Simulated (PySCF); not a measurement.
C₆H₆N, SMILES c1(N)c[c]ccc1, doublet at its PBE0/def2-SVP optimised geometry (Å):

```
13

N     -1.5327     1.7886    -0.0497
C     -0.7742     0.6390    -0.0021
C     -1.3878    -0.6342     0.0000
C     -0.5624    -1.7306     0.0000
C      0.8140    -1.7306     0.0000
C      1.4061    -0.4592    -0.0001
C      0.6334     0.6982    -0.0011
H     -1.0843     2.6433     0.2520
H     -2.4968     1.7120     0.2453
H     -2.4786    -0.7242    -0.0018
H      1.4139    -2.6433     0.0004
H      2.4968    -0.3715     0.0013
H      1.1239     1.6754    -0.0056
```

Computed with unrestricted PBE0/def2-TZVP (PySCF). Cells within 0.4 Å of a nucleus heavier than hydrogen are left out (blank, or x).

Map of the spin density (e/bohr³), clipped to [-0.05, 0.10] on the plane z = 0.0 Å:

```
|0000000000000000000000000000000|
|0000000000000000000000000000000|
|0000000000000000000000000000000|
|0000000000000000000000000000000|
|0000000000000000000000000000000|
|0000000000000000000000000000000|
|0000000000000000000000000000000|
|0000000000000000000000000000000|
|0000000000000000000000000000000|
|0000000000xx0000000000000000000|
|0000000000xx0000000000000000000|
|0000000000000000000000000000000|
|0000000000000x000x0000000000000|
|000000000000xx00xxx000000000000|
|000000000001xx000x0000000000000|
|0000000000000000000000000000000|
|00000000000x0000000xx0000000000|
|0000000010xxx100001xx0000000000|
|00000000000x1221000100000000000|
|0000000000000473100000000000000|
|0000000000013xx11xx000000000000|
|0000000000139xx00xx000000000000|
|0000000000137951000000000000000|
|0000000000013320000100000000000|
|0000000000001110000000000000000|
|0000000000000000000000000000000|
|0000000000000000000000000000000|
|0000000000000000000000000000000|
|0000000000000000000000000000000|
|0000000000000000000000000000000|
|0000000000000000000000000000000|
```
Scale: ten equal steps from -0.003 (start of '0') to 0.100 (end of '9'), in the order '0123456789'; x runs from -5.00 to 5.00, y from -5.00 (bottom) to 5.00 (top).
